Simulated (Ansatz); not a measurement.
```yaml
crystal:
  periodic: [false, false, false]
  atoms:
    - {symbol: O, position_ang: [1.743221, 1.042395, -0.972053]}
    - {symbol: Sb, position_ang: [1.489836, 0.100892, 0.716728]}
    - {symbol: F, position_ang: [1.667918, -1.686773, 0.018175]}
    - {symbol: Si, position_ang: [-1.110420, -0.056847, 0.501776]}
    - {symbol: H, position_ang: [1.109099, 0.790342, -1.650118]}
    - {symbol: H, position_ang: [-1.741830, 1.218206, 0.938440]}
    - {symbol: H, position_ang: [-1.425342, -0.290803, -0.934427]}
    - {symbol: H, position_ang: [-1.640283, -1.174413, 1.325679]}
basis:
  gaussian: {orbitals: def2-TZVPPP}
hamiltonian: {xc: {name: HSE06}}
correlation: {method: rpa}
scf: {lower_state_search: light}
```

```sh
$ ansatz run in.yaml --threads 4 --pin off --events-out ev --progress --plain --max-ram 10444MiB
```

(1) How does Ansatz answer? (Best estimate.)

Results:

(1) The calculation gave: The program refused the input.
```
Error: <dir> can't be read: No such file or directory (os error 2)
```

HSE06 is defined as in plane-wave codes.
